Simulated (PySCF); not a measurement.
## Dy⁺ (dysprosium, charge +1) across methods

[Xe] 4f10 6s1, one real determinant. Computed with PySCF 2.14 in ANO-RCC-VTZP (8s7p5d3f2g1h, 104 functions), with the spin-free X2C one-electron Hamiltonian (Gaussian nucleus).

| method | E (hartree) | mean ε 4f α (eV) | mean ε 4f β (eV) | mean ε 6s α (eV) | Σ⟨r²⟩ (bohr²) | ⟨S²⟩ |
| --- | --- | --- | --- | --- | --- | --- |
| UHF | -12151.68611 | -21.256 | -17.040 | -10.833 | 55.47 | 8.756 |
| PBE | -12156.07 | -10.648 | -8.283 | -9.187 | 54.02 | 8.752 |
| PBE0 | -12155.90 | -13.419 | -10.638 | -9.700 | 54.11 | 8.753 |
| r2SCAN | -12156.27 | -10.712 | -8.334 | -9.279 | 54.09 | 8.753 |
| LDA | -12147.47 | -10.944 | -8.305 | -9.430 | 53.70 | 8.752 |

⟨L²⟩ = 34.03 against 42 for a pure I term, so this real determinant mixes terms. Spin-orbit coupling, absent here, splits the open shell strongly.
